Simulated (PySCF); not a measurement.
# Structure and vertical S1–T1 gap

Computed with TDA CAM-B3LYP/aug-cc-pVDZ excited states, vertical, gas phase (PySCF). Geometry: PBE0-D3(BJ)/def2-SVP.

Each molecule in one low-energy conformer.

Scalar relativity is left out, which matters for the atoms heavier than Zn.

(1) How does the vertical S1–T1 gap change along this series?
- FC(F)(F)c1ccc(Br)cc1 (H on C replaced by Br)
- FC(F)(F)c1ccc(Cl)cc1 (H on C replaced by Cl)
- Fc1ccc(C(F)(F)F)cc1 (H on C replaced by F)

Results:

(1) 
| molecule | S1 (eV) | S1 from | f(S1) | T1 (eV) | T1 from | S1 − T1 (eV) | S0–T1 spin-orbit coupling (cm⁻¹) | S1–T1 spin-orbit coupling (cm⁻¹) |
| --- | --- | --- | --- | --- | --- | --- | --- | --- |
| FC(F)(F)c1ccc(Br)cc1 | 5.30 | HOMO→LUMO+1 / HOMO−1→LUMO | 0.000 | 3.91 | HOMO→LUMO | 1.38 | 0.71 | 1.71 |
| FC(F)(F)c1ccc(Cl)cc1 | 5.33 | HOMO→LUMO+1 / HOMO−1→LUMO | 0.000 | 3.92 | HOMO→LUMO | 1.40 | 1.27 | 1.26 |
| Fc1ccc(C(F)(F)F)cc1 | 5.45 | HOMO→LUMO / HOMO−1→LUMO+1 | 0.002 | 4.06 | HOMO→LUMO+1 | 1.40 | 1.23 | 1.35 |

The vertical S1–T1 gap is lowest for FC(F)(F)c1ccc(Br)cc1 and highest for FC(F)(F)c1ccc(Cl)cc1.
